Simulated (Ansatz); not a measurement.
Relaxing a trial structure of Cl2Si2

The starting geometry of this gas-phase singlet was optimised with GFN2-xTB.

```xyz
4

Cl    1.0667    2.0120    0.7899
Cl    0.3108   -1.4959   -1.1725
Si   -0.2437    0.3813    1.2643
Si   -0.8698    0.2811   -0.9469
```

Task: Predict what becomes of its bonds when it is optimised with r2SCAN-D4/def2-SVP.

Result: New bonds form, giving a structure with Cl1 bridging Si4 and Si3, Cl2 bridging Si3 and Si4, given below by its coordinates. Distances that change by over a tenth: Cl1–Si3 (2.15 → 2.36 Å), Cl2–Si4 (2.15 → 2.36 Å). Contacts that close: Cl1–Si4 (3.12 → 2.36 Å), Cl2–Si3 (3.13 → 2.36 Å).

The energy falls by 0.66 eV over 8 steps:

```json
{"step": "1", "E − E(last) (eV)": "0.661"}
{"step": "2", "E − E(last) (eV)": "0.390"}
{"step": "3", "E − E(last) (eV)": "0.218"}
{"step": "4", "E − E(last) (eV)": "0.080"}
{"step": "5", "E − E(last) (eV)": "0.002"}
{"step": "6", "E − E(last) (eV)": "0.000"}
{"step": "7", "E − E(last) (eV)": "0.000"}
{"step": "8", "E − E(last) (eV)": "0.000"}
```

Final geometry (Å):

| atom | x (Å) | y (Å) | z (Å) |
| --- | --- | --- | --- |
| Cl | 0.9142 | 1.7413 | 0.3002 |
| Cl | 0.4647 | -1.2251 | -0.6828 |
| Si | -0.2788 | -0.0682 | 1.2350 |
| Si | -0.8362 | 0.7305 | -0.9176 |

Frequencies at the end are all real (lowest 161 cm⁻¹). Run with Ansatz 0.2.0, 6 s on 1 thread of AMD EPYC 9R45 96-Core Processor (Zen 5), on a shared host.
